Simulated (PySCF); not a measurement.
The same groups moved round the core (propene chloro+silyl). Gas-phase values, no solvent. One relaxed conformer stands for each flexible species; it need not be the lowest. Strings in code marks are SMILES.

The dipole moment from two functionals at the same geometries (CAM-B3LYP-D3(BJ)/def2-TZVP), both in PySCF: PBE-D3(BJ)/def2-TZVP and TPSSh-D3(BJ)/def2-TZVP. 

```
species               TPSSh-D3(BJ)/def2-TZVP (D)
--------------------  --------------------------
`C/C(Cl)=C/[SiH3]`                          1.95
`C(=C(/[SiH3])C)/Cl`                        1.78
`C(/[SiH3])(=C\C)Cl`                        1.80
`Cl/C([SiH3])=C/C`                          2.06
```

**Question.** What does PBE-D3(BJ)/def2-TZVP give for each?

**Answer.** 
- `C/C(Cl)=C/[SiH3]`: 1.92
- `C(=C(/[SiH3])C)/Cl`: 1.71
- `C(/[SiH3])(=C\C)Cl`: 1.71
- `Cl/C([SiH3])=C/C`: 1.96
Over these rows, drawn at random from the members with no instability flagged (it was tested for open shells, ions and some series alone), PBE minus TPSSh-D3(BJ): mean -0.08 D, from -0.10 D to -0.03 D.
